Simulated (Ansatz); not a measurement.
## Molecular dynamics of GeH4O

The input (input.yaml):

```yaml
crystal:
  periodic: [false, false, false]
  atoms:
    - { symbol: Ge, position_ang: [-0.024068, -0.025875, -0.028491] }
    - { symbol: O, position_ang: [0.020253, -0.10222, 1.755455] }
    - { symbol: H, position_ang: [-0.865967, -0.139028, 2.137447] }
    - { symbol: H, position_ang: [1.449661, 0.019072, -0.433799] }
    - { symbol: H, position_ang: [-0.767235, 1.240659, -0.496726] }
    - { symbol: H, position_ang: [-0.720545, -1.274008, -0.605386] }
basis:
  gaussian: { orbitals: def2-SVP }
hamiltonian:
  xc: r2scan
  dispersion: d4
md:
  timestep: 0.5
  n_steps: 100
  ensemble: nve
  temperature: 1000.0
  initial_velocities: maxwell_boltzmann
  seed: 110233
```

Run as:

```bash
$ ansatz run input.yaml --threads 1 --pin off --max-ram 2048MiB --backend cpu --events-out ev --progress --plain --runs-dir out
```

It starts from a relaxed structure.

Output, in part (step lines, the closing report, with atoms numbered from 0):

```
md step     0: t =     0.00 fs  T =  1000.0 K  F+E_penalty+E_count = -58620.58081725 eV  E_kin = 0.517040 eV  conserved = -58620.06377726 eV  (23 SCF iters)
[... lines left out ...]
Total energy: -58620.33011266 eV, -2154.2573973536 hartree
Atom 0 at    -0.022422    -0.020483    -0.022457 Å, force     1.383557    -0.911250    -1.139925 eV/Å
Atom 1 at     0.012000    -0.095118     1.750266 Å, force     0.885918     0.506313    -0.372915 eV/Å
Atom 2 at    -0.832251    -0.366499     2.074556 Å, force    -1.098039    -0.326452     0.574633 eV/Å
Atom 3 at     1.542608    -0.121238    -0.459639 Å, force    -1.361911     0.337734     0.403618 eV/Å
Atom 4 at    -0.841853     1.054837    -0.719125 Å, force     0.101674     0.811190     0.269986 eV/Å
Atom 5 at    -0.760214    -1.221651    -0.646655 Å, force     0.088802    -0.417536     0.264603 eV/Å
Dipole moment:    -0.278694    -0.019222    -0.054346 e Å
```

The steps, from the saved trajectory:

```tsv
time (fs)	T (K)	potential energy less start (eV)	conserved less start (meV/atom)
0	1000	0.000	0.00
1.5	893	0.056	0.12
3	709	0.152	0.19
4.5	559	0.229	0.16
6	430	0.296	0.21
7.5	365	0.329	0.14
9	275	0.375	0.09
10.5	114	0.459	0.24
12	92	0.471	0.27
13.5	252	0.388	0.13
15	421	0.300	0.13
16.5	554	0.231	0.09
18	599	0.208	0.14
19.5	623	0.196	0.22
21	717	0.147	0.14
22.5	784	0.112	0.09
24	755	0.127	0.12
25.5	660	0.177	0.10
27	511	0.254	0.23
28.5	466	0.278	0.21
30	503	0.258	0.08
31.5	445	0.288	0.14
33	356	0.334	0.20
34.5	327	0.349	0.17
36	328	0.349	0.22
37.5	403	0.310	0.16
39	471	0.274	0.05
40.5	401	0.310	0.15
42	324	0.351	0.23
43.5	361	0.332	0.17
45	445	0.288	0.14
46.5	513	0.252	0.11
48	515	0.252	0.13
49.5	498	0.261	0.25
```

All steps were run. The conserved energy stayed within 0.3 meV per atom of its start (net change 0.25 meV per atom), so the integration is sound. A run of 0.05 ps of so small a system gives no equilibrium averages.

The same pairs are bonded in the first frame and the last. Pairs count as bonded within 1.25 times the sum of covalent radii (0.12 Å more for H–H).

Last frame:

```xyz
6
Properties=species:S:1:pos:R:3
Ge -0.022 -0.021 -0.022
O 0.012 -0.095 1.750
H -0.832 -0.366 2.075
H 1.543 -0.121 -0.460
H -0.842 1.055 -0.719
H -0.760 -1.222 -0.647
```

Time of the run: 3.8 min on 1 thread of Arm Neoverse V2, with other jobs on the host, peak memory 0.11 GiB.
